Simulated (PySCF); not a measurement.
Isomers of C5H11ClO3Si, mass 182.017 u with the commonest isotopes. Level of theory: PBE0/pcSseg-1 in PySCF (dipole) on a GFN2-xTB geometry, gas phase. One conformer each, none proved a minimum here; rigid rotors.

Task: Order these by rotational constant B, largest first.
A. `[CH3:1][CH2:2][O:3][C@@H:4]1[CH2:5][O:6][CH2:7][Si@@H:8]([Cl:9])[O:10]1` with C1–C2–O3–C4 81°, C2–O3–C4–C5 -171°, O3–C4–C5–O6 -162°, C4–C5–O6–C7 79°, C5–O6–C7–Si8 -51°, O6–C7–Si8–Cl9 -113°
B. `[CH3:1][O:2][C:3](=[O:4])[Si@@H:5]([Cl:6])[C@@H:7]([CH3:8])[O:9][CH3:10]` with C1–O2–C3–O4 1°, O2–C3–Si5–Cl6 62°, C3–Si5–C7–C8 52°, Si5–C7–O9–C10 164°
C. `[CH3:1][CH2:2][C@H:3]([O:4][C:5](=[O:6])[O:7][CH3:8])[SiH2:9][Cl:10]` with C1–C2–C3–O4 -65°, C2–C3–O4–C5 155°, C3–O4–C5–O6 2°, O4–C5–O7–C8 180°, C2–C3–Si9–Cl10 57°
D. `[CH3:1][O:2][C@@H:3]([CH3:4])[Si@H:5]([Cl:6])[O:7][C:8]([CH3:9])=[O:10]` with C1–O2–C3–C4 74°, O2–C3–Si5–Cl6 79°, C3–Si5–O7–C8 -55°, Si5–O7–C8–C9 164°

Result: D (856.7 MHz), C (621.8 MHz), A (608.0 MHz), B (573.7 MHz).

Task: Order these by rotational constant A, smallest first.
A. `[CH3:1][O:2][C:3](=[O:4])[Si@@H:5]([Cl:6])[C@@H:7]([CH3:8])[O:9][CH3:10]` with C1–O2–C3–O4 1°, O2–C3–Si5–Cl6 62°, C3–Si5–C7–C8 52°, Si5–C7–O9–C10 164°
B. `[CH3:1][CH2:2][C@H:3]([O:4][C:5](=[O:6])[O:7][CH3:8])[SiH2:9][Cl:10]` with C1–C2–C3–O4 -65°, C2–C3–O4–C5 155°, C3–O4–C5–O6 2°, O4–C5–O7–C8 180°, C2–C3–Si9–Cl10 57°
C. `[CH3:1][O:2][C@@H:3]([CH3:4])[Si@H:5]([Cl:6])[O:7][C:8]([CH3:9])=[O:10]` with C1–O2–C3–C4 74°, O2–C3–Si5–Cl6 79°, C3–Si5–O7–C8 -55°, Si5–O7–C8–C9 164°

Result: C (945.8 MHz), B (1152 MHz), A (1529 MHz).

Task: Order these by out-of-plane moment Σ m c² = (Ia + Ib − Ic)/2, largest first.
A. `[CH3:1][O:2][C@@H:3]([CH3:4])[Si@H:5]([Cl:6])[O:7][C:8]([CH3:9])=[O:10]` with C1–O2–C3–C4 74°, O2–C3–Si5–Cl6 79°, C3–Si5–O7–C8 -55°, Si5–O7–C8–C9 164°
B. `[CH3:1][O:2][C:3](=[O:4])[Si@@H:5]([Cl:6])[C@@H:7]([CH3:8])[O:9][CH3:10]` with C1–O2–C3–O4 1°, O2–C3–Si5–Cl6 62°, C3–Si5–C7–C8 52°, Si5–C7–O9–C10 164°
C. `[CH3:1][CH2:2][O:3][C@@H:4]1[CH2:5][O:6][CH2:7][Si@@H:8]([Cl:9])[O:10]1` with C1–C2–O3–C4 81°, C2–O3–C4–C5 -171°, O3–C4–C5–O6 -162°, C4–C5–O6–C7 79°, C5–O6–C7–Si8 -51°, O6–C7–Si8–Cl9 -113°
D. `[CH3:1][CH2:2][C@H:3]([O:4][C:5](=[O:6])[O:7][CH3:8])[SiH2:9][Cl:10]` with C1–C2–C3–O4 -65°, C2–C3–O4–C5 155°, C3–O4–C5–O6 2°, O4–C5–O7–C8 180°, C2–C3–Si9–Cl10 57°

Result: A (144.97 u·Å²), D (105.53 u·Å²), C (46.88 u·Å²), B (35.34 u·Å²).

```csv
SMILES,point group,Ia (u·Å²),Ib (u·Å²),Ic (u·Å²),κ,μa (D),μb (D),μc (D)
CC[C@H](OC(=O)OC)[SiH2]Cl,C1,438.86,812.82,1040.62,-0.59,0.85,0.92,0.56
COC(=O)[Si@@H](Cl)[C@@H](C)OC,C1,330.46,880.93,1140.72,-0.76,0.32,1.01,0.12
CCO[C@@H]1COC[Si@@H](Cl)O1,C1,332.00,831.18,1069.42,-0.74,1.20,0.39,0.79
CO[C@@H](C)[Si@H](Cl)OC(C)=O,C1,534.35,589.88,834.29,0.48,0.33,1.39,0.81
```
